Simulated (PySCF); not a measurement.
Compound: Ge(vinyl)H3, C2H6Ge.
SMILES: `[CH](=C)[GeH3]`

The closed-shell ground state was solved at several levels (PySCF, density fitting, gas phase). Geometry: PBE0-D3(BJ)/def2-SVP, one conformer, isolated molecule. The calculation is non-relativistic and has no spin–orbit coupling, an omission that weighs most on germanium.

| level | basis functions | total energy (Eh) | HOMO (eV) | LUMO (eV) | gap (eV) | dipole (D) |
| --- | --- | --- | --- | --- | --- | --- |
| PBE/pcSseg-1 (pcSseg-2 on Ge) | 127 | -2156.3857 | -6.76 | -1.46 | 5.30 | 0.62 |
| PBE0/pcSseg-1 (pcSseg-2 on Ge) | 127 | -2156.4455 | -7.87 | -0.46 | 7.41 | 0.61 |
| CAM-B3LYP/def2-SVPD | 126 | -2156.5355 | -9.21 | 0.54 | 9.75 | 0.58 |
| PBE/pcJ-1 (pcSseg-1 on Ge) | 155 | -2156.1449 | -6.75 | -1.46 | 5.29 | 0.61 |

Q: Estimate the row for B3LYP/pcSseg-1 (pcSseg-2 on Ge), a basis of 127 functions; the other rows only guide the guess.

A: Total energy -2156.8726 Eh, HOMO -7.64 eV, LUMO -0.68 eV, gap 6.96 eV, dipole 0.61 D.

Q: In the pcSseg-1 (pcSseg-2 on Ge) basis, how does the gap go with the fixed share of exact exchange?

A: PBE (0 %) 5.30 eV; B3LYP (20 %) 6.96 eV; PBE0 (25 %) 7.41 eV. Each rise in the share widens the gap here.

Q: How far do the dipole and the HOMO energy spread over the levels?

A: The dipole runs from 0.58 to 0.62 D (mean 0.60 D) and the HOMO from -9.21 to -6.75 eV.
